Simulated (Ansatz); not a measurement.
Frontier orbitals of C3H12GeO2Si, SMILES `C[O][Ge]([CH3])([CH3])[O][SiH3]`.

Total charge 0; spin multiplicity 1. Correlated methods include outer-core shells of Ge, which these sets cover unevenly. Scalar relativity is left out up to krypton. All single points use the PBE0-D4/def2-TZVP geometry. It is one conformer, not always the lowest. Basis def2-TZVPP, the Gaussian-basis code of Ansatz.

Orbital energies of one run (eV). Highest occupied ones, from the top: -6.73, -7.18, -7.29, -7.93, -8.24, -9.28, -9.51, -9.53, -10.36, -10.48, -10.56, -10.81, -11.19, -11.26. Empty: -0.46, 0.42, 0.92, 0.93, 1.06, 1.25.

Problem. Which functional gave them?
A. revPBE
B. r2SCAN0
C. B97M-V
D. ωB97X-V

Solution. C. HOMO energies: B97M-V -6.73, r2SCAN0 -8.05, ωB97X-V -10.28, revPBE -6.18 eV.
